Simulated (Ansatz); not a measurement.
`CB[SiH2][AlH2]` + H–F → `F[SiH2][AlH2]` + `BC` at 500 K and 1 bar (cleavage of the Si–B bond).

Calculated with Ansatz (gas phase, PBE0-D4/def2-TZVP geometries, no zero-point term in ΔE). CCSD(T)/CBS is the MP2 limit (def2-TZVPP, def2-QZVPP) plus CCSD(T) − MP2 in def2-TZVPP, frozen cores. This one scheme is used for every species. One conformer a species, not always the lowest.

| species | CCSD(T)/CBS energy (Eh) | H − E (kJ/mol) | S (J/(mol·K)) |
| --- | --- | --- | --- |
| `CB[SiH2][AlH2]` | -598.71139 | 261.1 | 457.5 |
| H–F | -100.39570 | 39.4 | 188.7 |
| `F[SiH2][AlH2]` | -633.31837 | 123.2 | 365.2 |
| `BC` | -65.83255 | 172.2 | 281.8 |

H − E and S are ideal-gas, rigid-rotor, harmonic terms from PBE0-D4/def2-TZVP, for one conformer and one mirror image of each species. 1 Eh = 2625.50 kJ/mol, R = 8.31446 J/(mol·K).

Problem. By hand: ΔE, ΔH, ΔS and ΔG.

Solution. ΔE = (-633.31837) + (-65.83255) − (-598.71139) − (-100.39570) = -0.04383 Eh = -115.1 kJ/mol. Δ(H − E) = 123.2 + 172.2 − 261.1 − 39.4 = -5.1, so ΔH = -120.2 kJ/mol. ΔS = 365.2 + 281.8 − 457.5 − 188.7 = 0.8 J/(mol·K). ΔG = -120.2 − 500 × (0.8)/1000 = -120.6 kJ/mol.

Problem. By hand: the equilibrium constant, and the temperature at which ΔG would vanish if ΔH and ΔS stayed fixed.

Solution. log₁₀ K = −ΔG/(RT ln 10) = 12.6. ΔH and −TΔS have one sign here, so there is no such temperature. One of them is within its doubt of zero, so this could turn.

The number of gas molecules stays the same, so ΔS is small and ΔH decides. A doubt of 5 kJ/mol in ΔE shifts log₁₀ K by 0.5 here. Other conformers and mirror images would add mixing entropy, several J/(mol·K) or more a flexible species. Modes under 60 cm⁻¹, often nearly free rotors, make the harmonic entropy too high. These are equilibria of isolated gas molecules and say nothing of rates. Largest T1 diagnostic: 0.014 (customary marks: 0.02 for closed shells, 0.045 for open ones).
